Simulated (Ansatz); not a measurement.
Nudged elastic band run: AlCl₂H₃O

Input file:

```yaml
crystal:
  periodic: [false, false, false]
  atoms:
    - { symbol: Al, position_ang: [0.074597, 0.019787, 0.122753] }
    - { symbol: H, position_ang: [0.024012, 0.708996, 1.538802] }
    - { symbol: Cl, position_ang: [1.827268, 0.222731, -1.059264] }
    - { symbol: Cl, position_ang: [-1.761472, -0.15241, -0.97913] }
    - { symbol: O, position_ang: [0.106167, -1.900434, 0.678682] }
    - { symbol: H, position_ang: [-0.617013, -2.389982, 0.243126] }
    - { symbol: H, position_ang: [0.017741, -2.033787, 1.63903] }
basis:
  gaussian: { orbitals: "6-31G*" }
hamiltonian:
  xc: b3lyp
  dispersion: d4
neb:
  order_check: false
  images: 7
  f_tol: 0.03
  max_iterations: 60
  final_atoms:
    - { symbol: Al, position_ang: [0.04688415, -0.7157455, -0.48717605] }
    - { symbol: H, position_ang: [-0.0053056, 0.29289601, 2.0793676] }
    - { symbol: Cl, position_ang: [1.81429031, 0.34154799, -0.82951153] }
    - { symbol: Cl, position_ang: [-1.79880151, 0.22207447, -0.83710209] }
    - { symbol: O, position_ang: [0.15250014, -2.3487832, -0.03821302] }
    - { symbol: H, position_ang: [-0.6415332, -2.88377135, 0.08703725] }
    - { symbol: H, position_ang: [0.10326571, -0.43331742, 2.20959684] }
  initial_path:
    images:
      - { positions_ang: [[0.074597, 0.019787, 0.122753], [0.024012, 0.708996, 1.538802], [1.827268, 0.222731, -1.059264], [-1.761472, -0.15241, -0.97913], [0.106167, -1.900434, 0.678682], [-0.617013, -2.389982, 0.243126], [0.017741, -2.033787, 1.63903]] }
      - { positions_ang: [[0.05243709, 0.01579288, 0.09405649], [0.01995294, 0.52765444, 1.63353542], [1.84648212, 0.17740959, -1.07661918], [-1.81052489, -0.11687311, -1.00562535], [0.10624985, -1.91874286, 0.66942973], [-0.57253504, -2.43223366, 0.18870611], [0.02923792, -1.77810628, 1.68051577]] }
      - { positions_ang: [[0.03027719, 0.01179876, 0.06535997], [0.01589388, 0.34631288, 1.72826885], [1.86569625, 0.13208817, -1.09397436], [-1.85957778, -0.08133622, -1.03212071], [0.10633271, -1.93705172, 0.66017747], [-0.52805708, -2.47448532, 0.13428623], [0.04073483, -1.52242556, 1.72200155]] }
      - { positions_ang: [[0.00811728, 0.00780465, 0.03666346], [0.01183483, 0.16497132, 1.82300227], [1.88491037, 0.08676676, -1.11132954], [-1.90863067, -0.04579933, -1.05861606], [0.10641556, -1.95536057, 0.6509252], [-0.48357912, -2.51673698, 0.07986634], [0.05223175, -1.26674483, 1.76348732]] }
      - { positions_ang: [[-0.01404262, 0.00381053, 0.00796694], [0.00777577, -0.01637025, 1.9177357], [1.90412449, 0.04144535, -1.12868471], [-1.95768356, -0.01026244, -1.08511141], [0.10649842, -1.97366943, 0.64167294], [-0.43910116, -2.55898865, 0.02544645], [0.06372866, -1.01106411, 1.80497309]] }
      - { positions_ang: [[0.00118907, -0.17607848, -0.11581881], [0.00450543, 0.06094632, 1.95814367], [1.88166595, 0.11647101, -1.05389142], [-1.91796305, 0.04782178, -1.02310908], [0.11799885, -2.06744787, 0.47170145], [-0.48970917, -2.64018432, 0.04084415], [0.07361293, -0.86662744, 1.90612903]] }
      - { positions_ang: [[0.01642076, -0.35596748, -0.23960455], [0.00123508, 0.13826288, 1.99855165], [1.8592074, 0.19149667, -0.97909812], [-1.87824253, 0.10590601, -0.96110675], [0.12949928, -2.16122632, 0.30172996], [-0.54031718, -2.72138, 0.05624185], [0.08349719, -0.72219077, 2.00728497]] }
      - { positions_ang: [[0.03165246, -0.53585649, -0.3633903], [-0.00203526, 0.21557945, 2.03895962], [1.83674886, 0.26652233, -0.90430483], [-1.83852202, 0.16399024, -0.89910442], [0.14099971, -2.25500476, 0.13175847], [-0.59092519, -2.80257567, 0.07163955], [0.09338145, -0.57775409, 2.1084409]] }
      - { positions_ang: [[0.04688415, -0.7157455, -0.48717605], [-0.0053056, 0.29289601, 2.0793676], [1.81429031, 0.34154799, -0.82951153], [-1.79880151, 0.22207447, -0.83710209], [0.15250014, -2.3487832, -0.03821302], [-0.6415332, -2.88377135, 0.08703725], [0.10326571, -0.43331742, 2.20959684]] }
```

Command:

```bash
$ ansatz run input.yaml --threads 1 --pin off --max-ram 2048MiB --backend cpu --events-out ev --progress --plain --runs-dir out
```

Output, in part (warnings, iteration lines, the closing report on the highest movable image, with atoms numbered from 0):

```
NEB end point (image 0): max|allowed force component| = 2.206e-2 eV/Å (the criterion of neb.relax_end_points is 1.000e-2)
NEB end point (image 8): max|allowed force component| = 2.609e-2 eV/Å (the criterion of neb.relax_end_points is 1.000e-2)
NEB iter   1: max|band force component| = 5.493e0 eV/Å  barrier→ = 2.5420 eV  barrier← = 2.6112 eV  Δτ_max = 0.2000 Å  (225 SCF iters)
NEB iter   2: max|band force component| = 2.203e0 eV/Å  barrier→ = 1.2641 eV  barrier← = 1.3333 eV  Δτ_max = 0.2000 Å  (191 SCF iters)
NEB iter   3: max|band force component| = 2.465e0 eV/Å  barrier→ = 0.9685 eV  barrier← = 1.0377 eV  Δτ_max = 0.0990 Å  (188 SCF iters)
NEB iter   4: max|band force component| = 8.622e-1 eV/Å  barrier→ = 0.8999 eV  barrier← = 0.9691 eV  CI = image 4  Δτ_max = 0.1136 Å  (186 SCF iters)
NEB iter   5: max|band force component| = 3.453e-1 eV/Å  barrier→ = 0.9595 eV  barrier← = 1.0286 eV  CI = image 4  Δτ_max = 0.0588 Å  (188 SCF iters)
NEB iter   6: max|band force component| = 2.457e-1 eV/Å  barrier→ = 0.9561 eV  barrier← = 1.0253 eV  CI = image 4  Δτ_max = 0.0242 Å  (188 SCF iters)
NEB iter   7: max|band force component| = 6.313e-2 eV/Å  barrier→ = 0.9548 eV  barrier← = 1.0239 eV  CI = image 4  Δτ_max = 0.0114 Å  (181 SCF iters)
NEB iter   8: max|band force component| = 8.146e-2 eV/Å  barrier→ = 0.9546 eV  barrier← = 1.0238 eV  CI = image 4  Δτ_max = 0.0057 Å  (163 SCF iters)
NEB iter   9: max|band force component| = 2.094e-2 eV/Å  barrier→ = 0.9545 eV  barrier← = 1.0236 eV  CI = image 4  Δτ_max = 0.0000 Å  (335 SCF iters)
Total energy: -33741.84621726 eV, -1239.9899774394 hartree
Atom 0 at     0.064804    -0.297511    -0.110226 Å, force    -0.002306    -0.005877     0.007475 eV/Å
Atom 1 at     0.026875    -0.065503     1.627805 Å, force     0.002540    -0.003345    -0.007309 eV/Å
Atom 2 at     1.838933     0.412500    -0.971064 Å, force     0.000916     0.000547     0.000124 eV/Å
Atom 3 at    -1.801307     0.139156    -0.984385 Å, force    -0.004249     0.001020    -0.000020 eV/Å
Atom 4 at     0.138687    -1.995579     0.602035 Å, force     0.019229    -0.008044     0.000925 eV/Å
Atom 5 at    -0.617309    -2.602162     0.521592 Å, force    -0.008812     0.007644    -0.004770 eV/Å
Atom 6 at     0.020617    -1.115999     1.498242 Å, force    -0.007319     0.008055     0.003576 eV/Å
Dipole moment:    -0.254853    -0.494546     0.397812 e Å
```

The run converged. A vibrational analysis at the climbing image gives one clearly imaginary mode, 1363i cm⁻¹: a first-order saddle point. The orbitals stay closed-shell, which can raise the energy where a bond breaks towards radicals; this wasn't checked here.

Final band (atoms are numbered from 1 in the order of the input):

```json
{"image": "0", "path coordinate (Å)": "0.00", "energy (kJ/mol)": "0.0", "Al1–H2 (Å)": "1.58", "O5–H7 (Å)": "0.97", "H2–H7 (Å)": "2.74"}
{"image": "1", "path coordinate (Å)": "0.36", "energy (kJ/mol)": "4.2", "Al1–H2 (Å)": "1.58", "O5–H7 (Å)": "0.97", "H2–H7 (Å)": "2.35"}
{"image": "2", "path coordinate (Å)": "0.72", "energy (kJ/mol)": "18.7", "Al1–H2 (Å)": "1.59", "O5–H7 (Å)": "0.98", "H2–H7 (Å)": "1.92"}
{"image": "3", "path coordinate (Å)": "1.09", "energy (kJ/mol)": "50.5", "Al1–H2 (Å)": "1.64", "O5–H7 (Å)": "1.02", "H2–H7 (Å)": "1.48"}
{"image": "4", "path coordinate (Å)": "1.45", "energy (kJ/mol)": "92.1", "Al1–H2 (Å)": "1.75", "O5–H7 (Å)": "1.26", "H2–H7 (Å)": "1.06"}
{"image": "5", "path coordinate (Å)": "1.86", "energy (kJ/mol)": "40.1", "Al1–H2 (Å)": "1.97", "O5–H7 (Å)": "1.70", "H2–H7 (Å)": "0.80"}
{"image": "6", "path coordinate (Å)": "2.27", "energy (kJ/mol)": "4.3", "Al1–H2 (Å)": "2.27", "O5–H7 (Å)": "2.13", "H2–H7 (Å)": "0.75"}
{"image": "7", "path coordinate (Å)": "2.68", "energy (kJ/mol)": "-5.3", "Al1–H2 (Å)": "2.55", "O5–H7 (Å)": "2.54", "H2–H7 (Å)": "0.75"}
{"image": "8", "path coordinate (Å)": "3.09", "energy (kJ/mol)": "-6.7", "Al1–H2 (Å)": "2.76", "O5–H7 (Å)": "2.95", "H2–H7 (Å)": "0.75"}
```

The run took 4.2 min on 1 thread of Arm Neoverse V1, on a shared host, peak memory 0.16 GiB.
